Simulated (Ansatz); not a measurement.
Species: GaF, charge 1, doublet. GaF+ (parent SMILES [F][Ga], doublet).
B3LYP-D3(BJ)/def2-TZVP minimum from Ansatz (a program for electronic structure):
```xyz
2

Ga     0.0000     0.0000    -0.3878
F      0.0000     0.0000     1.3358
```
Charge +1, spin multiplicity 2.

Total energies in cc-pVQZ, 9 correlated electrons, 15 frozen orbitals. Open shells are spin-unrestricted; no spin-orbit coupling. Correlated methods leave the cores frozen (noble-gas shells, and filled d and f shells in the p block). No relativity. The spin of FGa+ (parent SMILES [F][Ga], doublet) was assumed, and the state is the lowest solution found for it.

```
method    program  energy (Eh)  minus CCSDT(Q) (mEh)
--------  -------  -----------  --------------------
HF         Ansatz  -2022.49484                321.81
MP2        Ansatz  -2022.80827                  8.38
CCSD       Ansatz  -2022.80460                 12.06
CCSD(T)    Ansatz  -2022.81597                  0.68
CCSDT(Q)   Ansatz  -2022.81666                  0.00
```

Rough core times of Ansatz's runs on a shared machine: CCSD(T) 60 s, CCSDT(Q) 20 min.
